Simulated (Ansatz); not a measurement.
Isomers of Li2I3⁻ (singlet), relaxed with r2SCAN-D4/def2-SVPD; total energies from Ansatz at PBE0-D4/def2-TZVPD.

```csv
isomer,description,energy (Eh)
A,point group C2v; 4 × I–Li 2.51 to 2.63 Å,-908.53301
B,point group not assigned; 5 × I–Li 2.53 to 2.93 Å,-908.53248
C,point group D3h; 6 × I–Li 2.75 to 2.76 Å,-908.53045
```

In the def2 sets I takes a core potential; there is no spin–orbit coupling.

The isomers come from a short search, and lower ones may exist.

Work out the relative energies (1 Eh = 2625.5 kJ/mol) and the Boltzmann populations at 1200 K from electronic energies alone (R = 8.314 J/mol/K).

ΔE: A 0.0, B 1.4, C 6.7 kJ/mol. RT = 9.98 kJ/mol. Factors exp(−ΔE/RT): A 1, B 0.869, C 0.511; sum 2.380. Populations: A 42.0 %, B 36.5 %, C 21.5 %. Zero-point energy, vibrational entropy and symmetry numbers are left out and can shift these; an error of 4 kJ/mol changes a ratio by a factor of 1.5. Over the other density-functional and correlated levels in def2 sets, the gap between A and B ranges from 1 to 7 kJ/mol.
